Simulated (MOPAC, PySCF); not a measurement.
Series SiXY, Y = fluoro, computed as singlets and as triplets. Isolated molecules, 0 K electronic values unless said otherwise. One relaxed conformer stands for each flexible species; it need not be the lowest. Strings in code marks are SMILES.

Quantity: adiabatic spin-state energy, in kJ/mol. HF references are unrestricted for open shells and restricted for singlets. Semi-empirical values (MOPAC) are differences of heats of formation.

Level 1: SVWN5/6-31G* // PBE0-D3(BJ)/def2-TZVP (PySCF)
Level 2: frozen-core MP2/6-31G* // PBE0-D3(BJ)/def2-TZVP (PySCF)
Level 3: HF/6-31G* // PBE0-D3(BJ)/def2-TZVP (PySCF)
Level 4: AM1 // PBE0-D3(BJ)/def2-TZVP (MOPAC)

```tsv
species	level 1	level 2	level 3	level 4
`F[Si]F`: multiplicity 3 minus multiplicity 1	324.2	300.0	236.7	0.02
`N[Si]F`: multiplicity 3 minus multiplicity 1	268.4	255.9	201.4	10.22
`B[Si]F`: multiplicity 3 minus multiplicity 1	9.59	28.14	9.41	-90.3
```
